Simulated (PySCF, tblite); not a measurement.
Species: C6H7F2S (doublet state).
Atom-mapped SMILES: `[CH3:1][S:2][C@@:3]12[CH:4][C@@H:5]([CH2:6]1)[C:7]2([F:8])[F:9]` (hydrogens: H10, H11, H12 on C1; H13 on C4; H14 on C5; H15, H16 on C6)

The geometry is computed with GFN2-xTB (gas phase). This method treats the open shell by occupation alone, without spin polarisation.

(1) List the bond lengths, angles and torsions at this level.

Answers

(1) 
```csv
bond,length (Å)
C1–S2,1.819
S2–C3,1.778
C3–C4,1.511
C4–C5,1.515
C5–C6,1.548
C5–C7,1.530
C7–F8,1.349
C7–F9,1.365
C3–C6,1.560
C3–C7,1.549
"C1–H10, C1–H11, C1–H12",1.085
C4–H13,1.073
C5–H14,1.080
C6–H15,1.087
C6–H16,1.084
```

Bonds in one row agree within 0.01 Å and their mean is given. A selection of angles:
```csv
angle,degrees
C1–S2–C3,98.8
S2–C3–C4,128.6
S2–C3–C6,128.4
S2–C3–C7,128.6
C4–C3–C6,86.3
C4–C3–C7,84.4
C6–C3–C7,85.0
C3–C4–C5,78.0
C4–C5–C6,86.6
C4–C5–C7,85.0
C6–C5–C7,86.1
C3–C6–C5,75.6
C5–C7–F8,118.9
C5–C7–F9,118.7
F8–C7–F9,104.6
C3–C7–C5,76.4
C3–C7–F8,119.1
C3–C7–F9,118.2
```

Torsions: C1–S2–C3–C4 -176° (antiperiplanar); S2–C3–C4–C5 180° (antiperiplanar); C3–C4–C5–C6 -42° (synclinal); C4–C5–C6–C3 41° (synclinal); C4–C5–C7–F8 73° (synclinal); S2–C3–C6–C5 180° (antiperiplanar); S2–C3–C7–C5 179° (antiperiplanar).

The 4-membered ring C3–C4–C5–C6 has internal angles of 75.6° to 86.6°; it is puckered, 0.29 Å rms from its mean plane, widest ring torsion 42°. The 4-membered ring C3–C4–C5–C7 has internal angles of 76.4° to 85.0° (sum 324°, against 360° for a flat polygon); it is puckered, 0.30 Å rms from its mean plane, widest ring torsion 44°. The 4-membered ring C3–C6–C5–C7 has internal angles of 75.6° to 86.1°; it is puckered, 0.31 Å rms from its mean plane, widest ring torsion 44°. The C–S distances run from 1.778 Å (S2–C3, drawn single) to 1.819 Å (C1–S2, drawn single), a spread of 0.041 Å. Of the pairs four or more bonds apart, F9···H15 is among the closest relative to their van der Waals radii: 2.36 Å, 89 % of the sum of Bondi's values. The C–C distances run from 1.511 Å (C3–C4, drawn single) to 1.560 Å (C3–C6, drawn single), a spread of 0.049 Å. C4 (carbon bonded to 2 C and H) is pyramidal (angles 129.3°, 128.6° and 78.0°, sum 335.9°, 0.35 Å off the plane of its three neighbours).

Point group: C1 (no symmetry element, even within 0.4 Å). Its GFN2-xTB frequencies are all real (lowest 43 cm⁻¹). 3 starts were optimised and ended at 0.00, 0.03 and 0.07 kcal/mol (GFN2-xTB); the lowest of these is shown.

One conformer stands for the species.
